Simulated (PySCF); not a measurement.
## Fractional electron number in Mg⁺ (magnesium, charge +1)

The 3s alpha orbital of [Ne] 3s1 is emptied in steps (occupation f), with all orbitals relaxed, ending at [Ne]. All numbers are calculated (PySCF 2.14, the spin-free X2C one-electron Hamiltonian (Gaussian nucleus), in aug-cc-pVTZ-DK). The exact energy is a straight line in f; departures are measured from the line between the end points of the same method.

```json
{"f": "1", "UHF (eV)": "0.000", "LDA (eV)": "0.000", "PBE (eV)": "0.000", "PBE0 (eV)": "0.000", "r2SCAN (eV)": "0.000", "LC-wPBE (eV)": "0.000", "BHandHLYP (eV)": "0.000", "BLYP (eV)": "0.000", "B3LYP (eV)": "0.000"}
{"f": "0.75", "UHF (eV)": "0.002", "LDA (eV)": "-0.622", "PBE (eV)": "-0.645", "PBE0 (eV)": "-0.471", "r2SCAN (eV)": "-0.539", "LC-wPBE (eV)": "-0.027", "BHandHLYP (eV)": "-0.349", "BLYP (eV)": "-0.678", "B3LYP (eV)": "-0.535"}
{"f": "0.5", "UHF (eV)": "0.003", "LDA (eV)": "-0.807", "PBE (eV)": "-0.858", "PBE0 (eV)": "-0.625", "r2SCAN (eV)": "-0.674", "LC-wPBE (eV)": "-0.040", "BHandHLYP (eV)": "-0.468", "BLYP (eV)": "-0.902", "B3LYP (eV)": "-0.710"}
{"f": "0.25", "UHF (eV)": "0.002", "LDA (eV)": "-0.575", "PBE (eV)": "-0.642", "PBE0 (eV)": "-0.465", "r2SCAN (eV)": "-0.450", "LC-wPBE (eV)": "-0.040", "BHandHLYP (eV)": "-0.356", "BLYP (eV)": "-0.674", "B3LYP (eV)": "-0.528"}
{"f": "0", "UHF (eV)": "0.000", "LDA (eV)": "0.000", "PBE (eV)": "0.000", "PBE0 (eV)": "0.000", "r2SCAN (eV)": "0.000", "LC-wPBE (eV)": "0.000", "BHandHLYP (eV)": "0.000", "BLYP (eV)": "0.000", "B3LYP (eV)": "0.000"}
```

| method | E(f=0) − E(f=1) (eV) | −ε at f=1 (eV) | −ε at f=0.5 (eV) |
| --- | --- | --- | --- |
| UHF | 14.745 | 14.758 | 14.745 |
| LDA | 15.374 | 12.009 | 15.487 |
| PBE | 15.363 | 11.922 | 15.368 |
| PBE0 | 15.257 | 12.730 | 15.273 |
| r2SCAN | 15.043 | 12.072 | 15.260 |
| LC-wPBE | 15.183 | 15.036 | 15.152 |
| BHandHLYP | 15.324 | 13.465 | 15.310 |
| BLYP | 15.469 | 11.853 | 15.480 |
| B3LYP | 15.508 | 12.643 | 15.528 |

Orbital energy along the path (eV):

```json
{"f": "1", "UHF": "-14.758", "LDA": "-12.009", "PBE": "-11.922", "PBE0": "-12.730", "r2SCAN": "-12.072", "LC-wPBE": "-15.036", "BHandHLYP": "-13.465", "BLYP": "-11.853", "B3LYP": "-12.643"}
{"f": "0.75", "UHF": "-14.751", "LDA": "-13.765", "PBE": "-13.648", "PBE0": "-14.011", "r2SCAN": "-13.705", "LC-wPBE": "-15.108", "BHandHLYP": "-14.389", "BLYP": "-13.664", "B3LYP": "-14.090"}
{"f": "0.5", "UHF": "-14.745", "LDA": "-15.487", "PBE": "-15.368", "PBE0": "-15.273", "r2SCAN": "-15.260", "LC-wPBE": "-15.152", "BHandHLYP": "-15.310", "BLYP": "-15.480", "B3LYP": "-15.528"}
{"f": "0.25", "UHF": "-14.738", "LDA": "-17.082", "PBE": "-17.097", "PBE0": "-16.524", "r2SCAN": "-16.548", "LC-wPBE": "-15.237", "BHandHLYP": "-16.236", "BLYP": "-17.274", "B3LYP": "-16.934"}
{"f": "0", "UHF": "-14.732", "LDA": "-17.860", "PBE": "-18.236", "PBE0": "-17.275", "r2SCAN": "-16.290", "LC-wPBE": "-15.415", "BHandHLYP": "-17.332", "BLYP": "-19.038", "B3LYP": "-18.257"}
```

As f goes to zero the orbital energy of a semilocal functional can turn back, because the density of that orbital vanishes from the exchange-correlation potential.

Reference removal energy between the ground levels: 15.035 eV (measured; NIST Atomic Spectra Database, ionization energies). UHF lacks correlation.
